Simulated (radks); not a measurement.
Values are calculated unless marked as measured or tabulated.
Spin polarisation of the 4f1 shell in Ce3+. Start: [Xe] 4f(up 0.5, down 0.5); electrons of 4f are moved from spin down to spin up, other shells keep equal spins. Code: a radial shooting solver on a logarithmic mesh with Libxc functionals. Model: non-relativistic Kohn-Sham, TPSS, spin-polarised, spherical densities, point nucleus; meta-GGA in the generalised Kohn-Sham scheme.

moment (Bohr magnetons)  E - E(0) (eV)  e(4f up) (eV)  e(4f down) (eV)  5p down minus up (eV)
0                                0.000        -31.714          -31.714                 0.000
0.25                            -0.013        -31.814          -31.611                  0.087
0.5                             -0.051        -31.911          -31.504                  0.174
0.75                            -0.114        -32.005          -31.394                  0.261
1                               -0.203        -32.095          -31.281                  0.348

At moment 1 the spin-polarisation energy is -0.203 eV and the 4f exchange splitting 0.814 eV, that is 0.814 eV per Bohr magneton; E = -I m^2/4 would give I = 0.814 eV.
